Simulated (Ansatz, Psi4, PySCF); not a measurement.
C2H6Cl2Si (SMILES C[Si](C)(Cl)Cl), singlet, geometry from GFN2-xTB. Base run: MP2/STO-3G (PySCF).

The PySCF input:
```python
from pyscf import gto, scf, mp

mol = gto.Mole()
mol.atom = '''
    C     1.39412504   -1.53470091   -0.23312337
    Si   -0.02280346   -0.29923318    0.05226009
    C    -1.59822436   -1.14354604    0.70087042
    Cl    0.58008648    1.10144890    1.39720879
    Cl   -0.44748036    0.63864468   -1.70111043
    H     1.11693539   -2.29088516   -0.96147875
    H     2.28529446   -1.03451143   -0.60339701
    H     1.66362802   -2.04466112    0.68690871
    H    -2.39633076   -0.42253728    0.85786579
    H    -1.96333966   -1.88823681   -0.00004098
    H    -1.41664703   -1.64201277    1.64834648
'''
mol.basis = 'sto-3g'
mol.verbose = 4
mol.build()

mf = scf.RHF(mol)
mf.kernel()

pt = mp.MP2(mf)
pt.kernel()
print('E(MP2) = %.10f' % pt.e_tot)
```

The same geometry, method and basis name were run in Ansatz (a first-principles code) and Psi4 and PySCF, at each program's defaults and at the settings that a row names. The base is PySCF at its defaults. Differences at the defaults can come from grids, fitting, cores and function types together.

| code and settings | ΔE vs base (mEh) | basis functions | E (Eh) | SCF cycles |
|---|---|---|---|---|
| PySCF, defaults (exact integrals, spherical functions, all electrons correlated) | 0.000 | 43 | -1273.37898 | 8 |
| Psi4, defaults (density fitting with its default set, spherical functions, all electrons correlated) | ? | 43 | ? | 9 |
| Ansatz, defaults (factorised integrals, spherical functions, frozen core) | 5.063 | 43 | -1273.37391 | - |
| PySCF, frozen core | 5.038 | 43 | -1273.37394 | 8 |
| Psi4, exact integrals, spherical functions, frozen core | 5.038 | 43 | -1273.37394 | 9 |
| Ansatz, high accuracy, frozen core | 5.038 | 43 | -1273.37394 | - |

**Question.** Some entries are withheld; supply them.

**Answer.** 
- Psi4, defaults (density fitting with its default set, spherical functions, all electrons correlated), ΔE vs base (mEh): -0.952
- Psi4, defaults (density fitting with its default set, spherical functions, all electrons correlated), E (Eh): -1273.37993
